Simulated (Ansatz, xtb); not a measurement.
**Relaxing a trial structure of B2ClHSi+**

The starting geometry of this gas-phase doublet was built from a drawn formula by distance geometry; its bonds are those of `[B]=[Si]([BH+])Cl`.

```xyz
5

B    -1.9164    0.3723    0.8720
B    -0.1210    2.1733    2.1962
Cl    0.6361    1.2208   -1.2267
Si   -0.5610    1.1099    0.4087
H     0.4268    2.1956    3.2778
```

Q: Predict what it relaxes into with r2SCAN-D4/def2-SVP.

A: A new bond forms, giving a structure given below by its coordinates. Distances that change by over a tenth: B1–Si4 (1.61 → 1.86 Å). Contacts that close: B1–B2 (2.87 → 1.61 Å).

The energy falls by 3.79 eV over 14 steps:

```json
{"step": "1", "E − E(last) (eV)": "3.785"}
{"step": "2", "E − E(last) (eV)": "2.529"}
{"step": "4", "E − E(last) (eV)": "1.877"}
{"step": "5", "E − E(last) (eV)": "1.422"}
{"step": "7", "E − E(last) (eV)": "0.150"}
{"step": "8", "E − E(last) (eV)": "0.053"}
{"step": "10", "E − E(last) (eV)": "0.007"}
{"step": "11", "E − E(last) (eV)": "0.002"}
{"step": "13", "E − E(last) (eV)": "0.000"}
{"step": "14", "E − E(last) (eV)": "0.000"}
```

Final geometry (Å):

```xyz
5

B    -1.5809    0.7995    1.4658
B    -0.4973    1.6537    2.2969
Cl    0.7372    1.2388   -1.5237
Si   -0.3093    1.1367    0.1552
H     0.1147    2.2432    3.1339
```

From the same start GFN2-xTB ends elsewhere, differing in B2–Si4 (3.29 against 2.21 Å here).

No frequencies were run, so the end isn't proven a minimum. Open shells are spin-unrestricted. Run with Ansatz 0.2.0, 91 s on 1 thread of Intel(R) Xeon(R) 6975P-C (Granite Rapids), on a shared host.
